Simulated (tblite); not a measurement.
Calculated harmonic vibrations of the isolated species, GFN2-xTB (tblite), most abundant isotopes, no scaling. Against measured fundamentals such values can be off by several per cent, at times by over 20. Modes of hydrogen on silicon can be 10 to 20 % off. One conformer each. Thermal functions are those of the rigid rotor and harmonic oscillator, without mixing of conformers.

Problem. Order these by their zero-point energy, highest first (kcal/mol).
A. `CO[C@H]1C[Si@@H](OC)C1`
B. `CC(C)[SiH2]C[C@H](F)C#N`
C. `C=C[Si@H](O)N(C)CCN`
D. `CCOC[SiH]1COC1`

Solution. C (118.8), B (103.4), A (102.0), D (101.1).

```json
{"SMILES": "C=C[Si@H](O)N(C)CCN", "atoms": "23", "mass (u)": "146.09", "symmetry number": "1", "modes under 300 cm⁻¹": "11", "ZPE (kcal/mol)": "118.8", "S translation (cal/(mol K))": "43.4", "S rotation": "31.3", "S vibration": "66.9", "S": "141.7", "Cp": "68.4"}
{"SMILES": "CC(C)[SiH2]C[C@H](F)C#N", "atoms": "21", "mass (u)": "145.07", "symmetry number": "1", "modes under 300 cm⁻¹": "10", "ZPE (kcal/mol)": "103.4", "S translation (cal/(mol K))": "43.4", "S rotation": "31.8", "S vibration": "63.9", "S": "139.1", "Cp": "64.2"}
{"SMILES": "CO[C@H]1C[Si@@H](OC)C1", "atoms": "20", "mass (u)": "132.06", "symmetry number": "1", "modes under 300 cm⁻¹": "9", "ZPE (kcal/mol)": "102.0", "S translation (cal/(mol K))": "43.1", "S rotation": "30.6", "S vibration": "52.8", "S": "126.6", "Cp": "58.5"}
{"SMILES": "CCOC[SiH]1COC1", "atoms": "20", "mass (u)": "132.06", "symmetry number": "1", "modes under 300 cm⁻¹": "8", "ZPE (kcal/mol)": "101.1", "S translation (cal/(mol K))": "43.1", "S rotation": "30.9", "S vibration": "55.8", "S": "129.9", "Cp": "58.8"}
```

Entropies and Cp are for 500 K and 1 bar.
